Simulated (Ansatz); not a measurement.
The same path of FGeH$_{3}$O (6 atoms, charge 0, multiplicity 1) was run twice with different band settings. Lost on the way: Ge1–H3. Made: H3–O5.

Computed with RKS PBE0-D4/def2-SVP in Ansatz.

Relaxed end points:

```xyz
6
Properties=species:S:1:pos:R:3
Ge 0.178 0.044 0.132
F 0.260 0.111 1.870
H 1.607 -0.285 -0.327
H -0.425 1.352 -0.376
O -0.972 -1.220 -0.294
H -0.724 -2.091 0.035
```

```xyz
6
Properties=species:S:1:pos:R:3
Ge 0.471 0.867 -0.255
F 0.843 0.311 1.428
H 0.413 -1.378 0.580
H -1.126 0.968 -0.012
O 0.135 -1.334 -0.357
H -0.813 -1.523 -0.344
```

Common settings: spring 5.0 eV/Å²; optimiser quadratic models (default); start path through a guess of the saddle point; force threshold 0.05 eV/Å; iteration limit 60; end points relaxed.

| run | movable images | climbing image |
| --- | --- | --- |
| 1 | 7 | yes |
| 2 | 3 | no |

(1) What does each run give, and how far can it be trusted?

Answers

(1) Run 1: converged after 25 iterations, highest image 2.608 eV above the first end. Neighbouring images differ by up to 2.2 eV, so the band resolves the path poorly. A vibrational analysis at the climbing image gives one clearly imaginary mode, 1300i cm⁻¹: a first-order saddle point.
Run 2: converged after 23 iterations, highest image 1.697 eV above the first end. No image climbed, so the highest image needn't sit at the top of the path. A band with more images between the same ends climbed to 2.61 eV, so this one has probably stepped over the top. So few images can step over the top or miss a turn of the path.
The orbitals stay closed-shell, which can raise the energy where a bond breaks towards radicals; this wasn't checked here.
